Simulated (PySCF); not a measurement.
# Computed records: AlBH₃

All values are calculated (PySCF 2.14.0). Calculation on a computer-drawn molecule: vertical ionisation energy to the stated ion spin, frozen-core CCSD(T) at the basis limit and cheaper methods, single-reference cases, UHF for radicals, no spin-orbit; all values are single points at the evaluated structure, the first of each entry, which is the reference or a displaced copy of it and isn't optimised; the reference structure only sets the zero of the energies above reference; triples share is (T) over the correlation energy.

Common to all runs: charge 0; multiplicity 2; ion multiplicity 1; diffuse functions no; basis cc-pV(n+d)Z; reference is the Hartree-Fock double-zeta minimum; best is HF at quadruple zeta + MP2 correlation extrapolated from triple and quadruple zeta + CCSD(T) minus MP2 at triple zeta; basis step is the size of the change from the same recipe one zeta lower.

(1) AlBH₃

Evaluated structure:
```xyz
5
AlBH3
B     -0.2363     0.7975    -2.4627
Al    -0.8423    -1.1259    -2.0048
H      0.1296     1.8941    -2.7284
H     -1.4203    -2.0464    -3.1637
H     -0.7832    -1.5962    -0.4419
```

Reference structure:
```xyz
5
AlBH3
B     -0.2242     0.7815    -2.4430
Al    -0.8552    -1.1231    -1.9912
H      0.1413     1.8833    -2.7043
H     -1.3786    -2.0570    -3.1544
H     -0.8045    -1.6148    -0.4896
```

* ionisation energy best: 7.919 eV
* ionisation energy basis step: 0.02729 eV
* energy above reference best: 0.4865 kcal/mol
* energy above reference basis step: 0.02052 kcal/mol
* total energy HF triple zeta: -268.2673 hartree
* total energy CCSD(T) triple zeta: -268.4626 hartree
* total energy best: -268.4851 hartree
* T1 diagnostic at triple zeta: 0.01565
* D1 diagnostic at triple zeta: 0.03956
* spin squared at triple zeta: 0.7605
* ion T1 diagnostic at triple zeta: 0.01624
* ion D1 diagnostic at triple zeta: 0.04007
* triples share at triple zeta: 0.0262
* basis functions triple zeta: 111
* dipole magnitude HF at triple zeta: 0.8386 debye
* dipole magnitude CCSD unrelaxed at triple zeta: 0.8648 debye
* dipole magnitude PBE at triple zeta: 0.9111 debye
* dipole magnitude r2SCAN at triple zeta: 0.8934 debye
* dipole magnitude B3LYP at triple zeta: 0.9313 debye
* dipole magnitude wB97X at triple zeta: 0.9245 debye

Drawn bonds:
```
atom  other atom  order
   1           2      1
   1           3      1
   2           4      1
   2           5      1
```

Triple zeta:
```
 method  ionisation energy (eV)  energy above reference (kcal/mol)
     HF                   7.371                             0.5466
    PBE                   8.088                             0.2208
 r2SCAN                   8.214                             0.4345
  B3LYP                   8.059                             0.5283
  wB97X                   7.964                             0.5598
    MP2                   7.833                             0.5757
   CCSD                    7.83                             0.4857
CCSD(T)                   7.872                             0.4564
```

(2) AlBH₃

Evaluated structure:
```xyz
5
AlBH3
B     -0.2533     0.7293    -2.3949
Al    -0.8957    -1.0846    -1.9923
H      0.1452     1.8943    -2.6600
H     -1.3351    -2.0295    -3.1963
H     -0.8713    -1.5488    -0.5677
```

Reference structure:
```xyz
5
AlBH3
B     -0.2242     0.7815    -2.4430
Al    -0.8552    -1.1231    -1.9912
H      0.1413     1.8833    -2.7043
H     -1.3786    -2.0570    -3.1544
H     -0.8045    -1.6148    -0.4896
```

- ionisation energy best: 8.113 eV
- ionisation energy basis step: 0.02769 eV
- energy above reference best: 3.693 kcal/mol
- energy above reference basis step: 0.05141 kcal/mol
- total energy HF triple zeta: -268.2611 hartree
- total energy CCSD(T) triple zeta: -268.4574 hartree
- total energy best: -268.4800 hartree
- T1 diagnostic at triple zeta: 0.01554
- D1 diagnostic at triple zeta: 0.03576
- spin squared at triple zeta: 0.7605
- ion T1 diagnostic at triple zeta: 0.01733
- ion D1 diagnostic at triple zeta: 0.04393
- triples share at triple zeta: 0.02607
- basis functions triple zeta: 111
- dipole magnitude HF at triple zeta: 0.8371 debye
- dipole magnitude CCSD unrelaxed at triple zeta: 0.8315 debye
- dipole magnitude PBE at triple zeta: 0.7866 debye
- dipole magnitude r2SCAN at triple zeta: 0.7818 debye
- dipole magnitude B3LYP at triple zeta: 0.8499 debye
- dipole magnitude wB97X at triple zeta: 0.8837 debye

Drawn bonds:
```
atom  other atom  order
   1           2      1
   1           3      1
   2           4      1
   2           5      1
```

Triple zeta:
```
 method  ionisation energy (eV)  energy above reference (kcal/mol)
     HF                   7.585                              4.439
    PBE                   8.253                              3.469
 r2SCAN                   8.386                              3.462
  B3LYP                   8.237                              3.496
  wB97X                   8.155                              3.461
    MP2                   8.034                              3.956
   CCSD                   8.027                              3.798
CCSD(T)                   8.066                              3.769
```

(3) AlBH₃

Evaluated structure:
```xyz
5
AlBH3
B     -0.2130     0.7786    -2.4415
Al    -0.8644    -1.1287    -1.9779
H      0.1385     1.8761    -2.7061
H     -1.3817    -2.0614    -3.1546
H     -0.8112    -1.6017    -0.4674
```

Reference structure:
```xyz
5
AlBH3
B     -0.2242     0.7815    -2.4430
Al    -0.8552    -1.1231    -1.9912
H      0.1413     1.8833    -2.7043
H     -1.3786    -2.0570    -3.1544
H     -0.8045    -1.6148    -0.4896
```

- ionisation energy best: 7.907 eV
- ionisation energy basis step: 0.02771 eV
- energy above reference best: 0.06221 kcal/mol
- energy above reference basis step: 0.009855 kcal/mol
- total energy HF triple zeta: -268.2681 hartree
- total energy CCSD(T) triple zeta: -268.4633 hartree
- total energy best: -268.4858 hartree
- T1 diagnostic at triple zeta: 0.01547
- D1 diagnostic at triple zeta: 0.0394
- spin squared at triple zeta: 0.7604
- ion T1 diagnostic at triple zeta: 0.01576
- ion D1 diagnostic at triple zeta: 0.03876
- triples share at triple zeta: 0.02602
- basis functions triple zeta: 111
- dipole magnitude HF at triple zeta: 0.7779 debye
- dipole magnitude CCSD unrelaxed at triple zeta: 0.8159 debye
- dipole magnitude PBE at triple zeta: 0.8751 debye
- dipole magnitude r2SCAN at triple zeta: 0.8504 debye
- dipole magnitude B3LYP at triple zeta: 0.8872 debye
- dipole magnitude wB97X at triple zeta: 0.8723 debye

Drawn bonds:
```
atom  other atom  order
   1           2      1
   1           3      1
   2           4      1
   2           5      1
```

Triple zeta:
```
 method  ionisation energy (eV)  energy above reference (kcal/mol)
     HF                   7.355                            0.03052
    PBE                   8.081                            0.05155
 r2SCAN                   8.204                            0.07928
  B3LYP                   8.049                            0.07493
  wB97X                    7.95                            0.09975
    MP2                    7.82                            0.04994
   CCSD                   7.817                            0.05483
CCSD(T)                    7.86                            0.05075
```

(4) AlBH₃

Evaluated structure:
```xyz
5
AlBH3
B     -0.2130     0.7786    -2.4415
Al    -0.8644    -1.1287    -1.9779
H      0.1385     1.8761    -2.7061
H     -1.3817    -2.0614    -3.1546
H     -0.8115    -1.5987    -0.4769
```

Reference structure:
```xyz
5
AlBH3
B     -0.2242     0.7815    -2.4430
Al    -0.8552    -1.1231    -1.9912
H      0.1413     1.8833    -2.7043
H     -1.3786    -2.0570    -3.1544
H     -0.8045    -1.6148    -0.4896
```

* ionisation energy best: 7.905 eV
* ionisation energy basis step: 0.0278 eV
* energy above reference best: 0.0708 kcal/mol
* energy above reference basis step: 0.01748 kcal/mol
* total energy HF triple zeta: -268.2681 hartree
* total energy CCSD(T) triple zeta: -268.4633 hartree
* total energy best: -268.4858 hartree
* T1 diagnostic at triple zeta: 0.01544
* D1 diagnostic at triple zeta: 0.03939
* spin squared at triple zeta: 0.7604
* ion T1 diagnostic at triple zeta: 0.01567
* ion D1 diagnostic at triple zeta: 0.03851
* triples share at triple zeta: 0.02599
* basis functions triple zeta: 111
* dipole magnitude HF at triple zeta: 0.7669 debye
* dipole magnitude CCSD unrelaxed at triple zeta: 0.8065 debye
* dipole magnitude PBE at triple zeta: 0.8676 debye
* dipole magnitude r2SCAN at triple zeta: 0.8418 debye
* dipole magnitude B3LYP at triple zeta: 0.8784 debye
* dipole magnitude wB97X at triple zeta: 0.8622 debye

Drawn bonds:
```
atom  other atom  order
   1           2      1
   1           3      1
   2           4      1
   2           5      1
```

Triple zeta:
```
 method  ionisation energy (eV)  energy above reference (kcal/mol)
     HF                   7.351                            0.02884
    PBE                   8.079                             0.1019
 r2SCAN                   8.202                            0.09755
  B3LYP                   8.047                            0.07516
  wB97X                   7.947                            0.09976
    MP2                   7.817                            0.04113
   CCSD                   7.815                            0.06133
CCSD(T)                   7.857                            0.06109
```
